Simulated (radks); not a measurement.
The numbers below are computed, except where a source is named.
Question: Ge2+, 30 electrons, occupied as [Ar] 3d10 4s2. Code: a radial shooting solver on a logarithmic mesh with Libxc functionals. Model: Dirac Kohn-Sham, AM05, spin-unpolarised, spherical densities, finite nucleus; Fermi nuclear charge, rms radius 4.0742 fm. Some entries of the table are withheld. Estimate them.

orbital,occ.,eigenvalue (hartree),r(max) (bohr),<1/r> (bohr^-1)
1s1/2,2,-402.7534,0.03076,32.35
2s1/2,2,(1),0.1764,7.140
2p1/2,2,(2),(3),(4)
2p3/2,4,(5),(6),(7)
3s1/2,2,-6.90077,0.5431,2.290
3p1/2,2,(8),0.5378,2.165
3p3/2,4,(9),0.5463,2.118
3d3/2,4,(10),0.5007,1.795
3d5/2,6,(11),0.5035,1.782
4s1/2,2,-1.07423,1.671,0.6774
4p1/2,0,-0.73388,1.949,0.5630
4p3/2,0,-0.72239,1.978,0.5548

Answer: 
(1) 2s1/2 eigenvalue (hartree): -51.04752
(2) 2p1/2 eigenvalue (hartree): -45.51686
(3) 2p1/2 r(max) (bohr): 0.1392
(4) 2p1/2 <1/r> (bohr^-1): 7.106
(5) 2p3/2 eigenvalue (hartree): -44.34838
(6) 2p3/2 r(max) (bohr): 0.1422
(7) 2p3/2 <1/r> (bohr^-1): 6.912
(8) 3p1/2 eigenvalue (hartree): -5.07737
(9) 3p3/2 eigenvalue (hartree): -4.92007
(10) 3d3/2 eigenvalue (hartree): -1.82359
(11) 3d5/2 eigenvalue (hartree): -1.80195
